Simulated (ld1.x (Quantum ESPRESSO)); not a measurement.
manganese, TM semilocal: configuration errors across variants

- Element: Mn
- Generator: ld1.x (Quantum ESPRESSO) 7.5
- Type: norm-conserving Troullier–Martins (semilocal form)
- Functional: BLYP
- Relativity: scalar-relativistic
- Frozen core: [Ne]
- Valence charge: 15
- Reference configuration: 3s2 3p6 3d5 4s1.5 4p0.5
- Partial waves: 3s (bound): rc 1.25 bohr; 3d (bound): rc 1.55 bohr; 3p (bound): rc 0.85 bohr
- Local potential: the p channel
- Core correction: none

Occupied shells without a wave of their own: 4p, 4s. They enter only through the test configuration that unscreens the potential.

All-electron excitation energies from the reference (eV): (1) 3s2 3p6 3d5 4s2 4p0 -1.900; (2) 3s2 3p6 3d5 4s1 4p0 6.501; (3) 3s2 3p6 3d5 4s0 4p0 22.270; (4) 3s2 3p6 3d6 4s0 4p0 5.031; (5) 3s2 3p6 3d4 4s2 4p0 11.182; (6) 3s2 3p6 3d4 4s0 4p0 54.791; (7) 3s2 3p5 3d5 4s2 4p0 59.872.

A semilocal file is local in each channel, so a ghost entry of none says nothing of the separable form that plane-wave codes build from it.

For the base: The 4p, 4s levels have no wave, so the channel is fitted at the deeper level alone: the likely source of the large errors.

The file “base” misses its own reference levels by 0.5 eV. The file “wave 3d (bound): rc 1.55 bohr becomes 3d (bound): rc 1.00 bohr” misses its own reference levels by 0.5 eV. The file “wave 3d (bound): rc 1.55 bohr becomes 3d (bound): rc 1.24 bohr” misses its own reference levels by 0.5 eV. The file “wave 3d (bound): rc 1.55 bohr becomes 3d (bound): rc 1.34 bohr” misses its own reference levels by 0.5 eV. The file “wave 3d (bound): rc 1.55 bohr becomes 3d (bound): rc 1.54 bohr” misses its own reference levels by 0.5 eV. The file “wave 3d (bound): rc 1.55 bohr becomes 3d (bound): rc 1.72 bohr” misses its own reference levels by 0.5 eV. The file “wave 3d (bound): rc 1.55 bohr becomes 3d (bound): rc 1.96 bohr” misses its own reference levels by 0.5 eV. The file “wave 3d (bound): rc 1.55 bohr becomes 3d (bound): rc 2.30 bohr” misses its own reference levels by 0.5 eV.

Errors AE − PS in meV (a dash: test not solved or not reliable):

```csv
change,(1),(2),(3),(4),(5),(6),(7),bound ghosts
base,+253,-344,-1306,-762,+458,-2037,+389,none
wave 3d (bound): rc 1.55 bohr becomes 3d (bound): rc 1.00 bohr,+253,-344,-1305,-761,+455,-2010,+490,none
wave 3d (bound): rc 1.55 bohr becomes 3d (bound): rc 1.24 bohr,+253,-344,-1305,-763,+454,-2018,+467,none
wave 3d (bound): rc 1.55 bohr becomes 3d (bound): rc 1.34 bohr,+253,-344,-1305,-763,+454,-2022,+450,none
wave 3d (bound): rc 1.55 bohr becomes 3d (bound): rc 1.54 bohr,+253,-344,-1306,-762,+458,-2037,+389,none
wave 3d (bound): rc 1.55 bohr becomes 3d (bound): rc 1.72 bohr,+252,-344,-1307,-758,+466,-2049,+324,none
wave 3d (bound): rc 1.55 bohr becomes 3d (bound): rc 1.96 bohr,+252,-344,-1311,-736,+496,-2068,+183,none
wave 3d (bound): rc 1.55 bohr becomes 3d (bound): rc 2.30 bohr,+252,-345,-1328,-684,+563,-2070,-4.2,none
```

Task: Give the same row for: wave 3d (bound): rc 1.55 bohr becomes 3d (bound): rc 2.16 bohr.

Result: +252, -344, -1320, -705, +535, -2073, +62; bound ghosts: none.
